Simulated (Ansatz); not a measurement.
Consider the formal exchange of groups at the In–O bond: `C[N](C)[In]([NH2])[OH]` + `NCC1CO1` → `C[N](C)[In]([NH2])[NH2]` + `OCC1CO1`.

Gas-phase electronic energies from Ansatz, PBE0-D4/def2-TZVP geometries. CCSD(T)/CBS is the MP2 limit (def2-TZVPP, def2-QZVPP) plus CCSD(T) − MP2 in def2-TZVPP, frozen cores. DFT in def2-TZVPP. def2 core potentials past Kr. For In outer-core shells are correlated without core-valence functions, which leaves a few kJ/mol of doubt a bond. Each species was taken in one conformer, which may not be the lowest.

`C[N](C)[In]([NH2])[OH]`:

```xyz
15

C    -0.739   -0.464    1.726
N    -0.183    0.224    0.594
C     0.329    1.527    0.923
In    0.081   -0.637   -1.203
N     0.862    0.290   -2.814
O    -0.684   -2.447   -1.503
H    -1.576    0.099    2.168
H     0.002   -0.619    2.528
H    -1.123   -1.447    1.444
H     0.720    2.035    0.038
H    -0.458    2.171    1.345
H     1.140    1.483    1.668
H     1.626    0.925   -2.626
H     1.149   -0.342   -3.550
H    -1.147   -2.797   -0.739
```

`NCC1CO1`:

Cartesian coordinates in Å:
```
N 0.741 0.506 -1.644
C 0.335 -0.575 -0.766
C 0.213 -0.191 0.684
C -1.063 0.224 1.258
O -0.528 -1.064 1.521
H 0.115 1.296 -1.553
H 1.671 0.833 -1.412
H -0.629 -0.971 -1.102
H 1.056 -1.391 -0.865
H 1.123 0.198 1.144
H -1.085 0.900 2.109
H -1.949 0.236 0.626
```

`C[N](C)[In]([NH2])[NH2]`:

Cartesian coordinates in Å:
```
C -0.493 1.194 1.536
N -0.406 0.023 0.710
C -1.111 -1.102 1.258
In 0.595 -0.034 -1.036
N 0.636 -1.776 -2.072
N 1.518 1.652 -1.679
H 0.040 2.037 1.089
H -1.537 1.514 1.688
H -0.064 1.026 2.538
H -1.016 -1.982 0.616
H -2.188 -0.897 1.378
H -0.728 -1.382 2.252
H -0.165 -2.378 -1.943
H 0.803 -1.686 -3.064
H 2.287 1.509 -2.318
H 1.828 2.282 -0.952
```

`OCC1CO1`:

```xyz
11

O    -1.821    0.723    0.828
C    -0.667   -0.084    0.862
C     0.389    0.422   -0.070
C     1.228   -0.488   -0.841
O     0.134    0.177   -1.451
H    -2.139    0.734   -0.080
H    -0.301   -0.058    1.891
H    -0.899   -1.128    0.608
H     0.759    1.425    0.136
H     2.211   -0.161   -1.168
H     1.107   -1.561   -0.715
```

Problem. Is it downhill or uphill in electronic energy at CCSD(T)/CBS, and by how much? (Best estimate.)

Solution. Computed: Uphill: ΔE = +7.0 kcal/mol.

Problem. What do these levels give: PBE-D4, r2SCAN-D4, PBE0-D4, B2PLYP, PBE0, HF/def2-TZVPP, MP2/def2-TZVPP, SCS-MP2/def2-TZVPP, CCSD/def2-TZVPP, SCS-MP2/def2-QZVPP, HF/CBS(def2), CCSD/CBS(def2)? (An estimate is asked.)

Solution. Computed: PBE-D4 7.4, r2SCAN-D4 7.3, PBE0-D4 6.8, B2PLYP 7.4, PBE0 6.9, HF/def2-TZVPP 6.5, MP2/def2-TZVPP 7.2, SCS-MP2/def2-TZVPP 7.1, CCSD/def2-TZVPP 6.5, SCS-MP2/def2-QZVPP 7.4, HF/CBS(def2) 6.6, CCSD/CBS(def2) 6.9 kcal/mol.

Largest T1 diagnostic among the species: 0.015.
